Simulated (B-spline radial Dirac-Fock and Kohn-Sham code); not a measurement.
**Compton profile of In³⁹⁺**

System: In³⁹⁺, [He] 2s2 2p6.

These are calculated numbers from an atomic code on a B-spline grid; the model is the impulse approximation on Dirac-Fock densities. pz is in atomic units of momentum; subshell profiles are per electron, for a selection of subshells; open shells are spread over both j values by their weights.

```
 pz    J total   J 1s1/2   J 2s1/2   J 2p3/2
  0     0.3287    0.0167    0.0581    0.0302
0.8     0.3277    0.0167    0.0576    0.0302
  1     0.3271    0.0166    0.0573    0.0302
1.2     0.3264    0.0166    0.0570    0.0302
1.4     0.3256    0.0166    0.0566    0.0302
1.6     0.3246    0.0166    0.0561    0.0302
1.8     0.3235    0.0166    0.0556    0.0302
  2     0.3223    0.0166    0.0550    0.0302
2.5     0.3187    0.0165    0.0534    0.0302
  3     0.3145    0.0165    0.0514    0.0301
  4     0.3038    0.0163    0.0468    0.0300
  5     0.2908    0.0162    0.0415    0.0296
  7     0.2593    0.0157    0.0303    0.0282
 10     0.2057    0.0148    0.0160    0.0242
 15     0.1260    0.0128   0.00416    0.0152
 20    0.07407    0.0107   0.00165   0.00807
 30    0.02818   0.00668   0.00141   0.00190
 40    0.01266   0.00389  0.000916  0.000466
 60   0.003368   0.00127  0.000262  4.27e-05
100  0.0004368  0.000183  2.95e-05  1.40e-06
```

J(0) = 0.3287. The 2p3/2 subshell gives the largest part, 37 %.

Mean momentum ⟨p⟩ by subshell (a.u.): 1s1/2 44.8, 2s1/2 16.2, 2p1/2 21.5, 2p3/2 20.6.
